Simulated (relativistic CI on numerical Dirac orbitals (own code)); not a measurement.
Method of calculation: Dirac-Coulomb-Breit CI, orbitals from a KLI potential per configuration, a model potential for QED, unscaled Slater integrals (own radial code, finite nucleus).

The strongest absorption lines from the ground level of an ion, among the configurations computed and to levels below about 98.4 eV (vacuum wavelength in nm, gf): 13.705 (0.44), 13.740 (0.22), 14.282 (0.49), 22.233 (0.95), 22.420 (6), 23.464 (1.9), 23.506 (3.1), 46.723 (0.21).

(1) Which ion is it?
A. V5+
B. Mn9+
C. V7+
D. Co11+

Answers

(1) C. V7+ has 16 electrons and the ground level 3s²3p⁴ ³P2; the strongest line goes to 3s²3p³3d ³D°3. The pattern of lines fixes the number of electrons, and along that sequence the line energies rise steadily with the charge (about as its square where n changes within one kind of shell, about linearly where n is kept but much faster in heavy ions where fine structure, which grows about as Z⁴, sets the gap, and irregularly where shells cross), which fixes Z. Configurations outside the model, such as inner-shell arrays, can give stronger lines. At this charge configurations can still be misplaced by up to about 7 % of their energy. 16 of the 18 excited levels that our extract of the measured tables holds in this range could be paired (the sources list more); they are missed by 15223 cm⁻¹ on average and 85614 at most, and levels without a partner can miss by more.

LS names give the leading component of a level, which can be under half, so a name can repeat, a term be missing and a line seem to break the LS rules.
